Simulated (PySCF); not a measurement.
UHF on Tc⁺ (technetium, charge +1)

Configuration: [Kr] 4d5 5s1, high-spin 7S determinant. Calculation: PySCF 2.14, in cc-pVDZ-PP with ECP28MDF (4s4p3d1f, 38 functions); a scalar-relativistic core potential.

- Total energy: -79.641774 hartree
- One-electron energy: -133.6201 hartree
- Hartree (Coulomb) energy: 62.1693 hartree
- Exchange energy: -8.1910 hartree
- ⟨S²⟩: 12.0011
- ⟨L²⟩: 0.000
- Sum of ⟨r⟩: 20.73 bohr
- Sum of ⟨r²⟩: 39.57 bohr²
- Time after the integrals: 0.08 s of wall time on 1 thread of AMD EPYC 7R13 Processor (shared host)

```
shell  electrons  mean orbital energy (hartree)  rms radius, mean of both spins (bohr)
 4s α          1                       -3.72078                                   1.14
 4s β          1                       -3.41752                                   1.14
 4p α          3                       -2.52883                                   1.27
 4p β          3                       -2.14888                                   1.27
 4d α          5                       -0.79264                                   1.78
 5s α          1                       -0.52883                                   3.38
```

Energies and moments cover only the electrons outside the core potential.
